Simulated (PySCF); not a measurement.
Ligands exchanged one at a time, Sn H-OH. Gas-phase values, no solvent. One relaxed conformer stands for each flexible species; it need not be the lowest. Strings in code marks are SMILES.

Quantity: redistribution energy (mixed species minus the weighted end members), in kcal/mol.

A: 1 of 4 H replaced by OH: `[OH][SnH3]`
B: 3 of 4 H replaced by OH: `[OH][SnH]([OH])[OH]`
C: 2 of 4 H replaced by OH: `[SnH2]([OH])[OH]` (H–O–Sn–O torsion -105°, O–Sn–O–H torsion 52°)

Question: Rank these by redistribution energy (mixed species minus the weighted end members) (lowest first), as B3LYP/6-311+G** (LANL2DZ on Sn) // PBE-D3(BJ)/def2-TZVP (PySCF) gives it.

Answer: B (-0.20 kcal/mol), C (2.19 kcal/mol), A (2.87 kcal/mol)
